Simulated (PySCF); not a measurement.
**Calculated NMR data**

PySCF calculation with structure optimised with GFN2-xTB and GIAO PBE0/pcSseg-1 shieldings; no relativistic terms, isolated molecule, a single conformation, one averaged value for each set of equivalent atoms.

Referencing at the same level of theory: TMS for 1H (σ = 31.72 ppm) and 13C (σ = 186.93 ppm). Splittings of carbon signals by F and P are missing where no couplings were computed. Where no couplings were computed, multiplicities follow the n + 1 count of equivalent neighbours, and m marks all less simple cases (inequivalent or close neighbours, rings, F or P nearby). Shifts are as computed. Against solution values, carbons near 30 ppm lie about +3 ppm off and those near 130 ppm about +5 ppm. Of 1211 compounds with measured shifts, 218 miss one by over three times the rms of a fit or turn the order of signals round; such compounds aren't used in these exercises.

**1.** `C/C=C/[P@@](C)(=O)C(F)(F)F`, C5H8F3OP. 1H NMR (600 MHz, computed): δ 7.37 (m, 1H), 5.87 (m, 1H), 2.21 (d, 3H), 1.59 (m, 3H). 13C{1H} NMR (computed): δ 164.4, 132.3, 125.4, 24.3, 16.0.

**2.** SMILES c1c(C#C)c(C)ccp1, C8H7P. 1H NMR (600 MHz, computed): δ 9.52 (m, 1H), 9.10 (m, 1H), 8.12 (m, 1H), 3.28 (s, 1H), 2.75 (s, 3H). 13C{1H} NMR (computed): δ 171.1, 165.2, 148.4, 139.8, 131.8, 94.5, 88.4, 27.3.
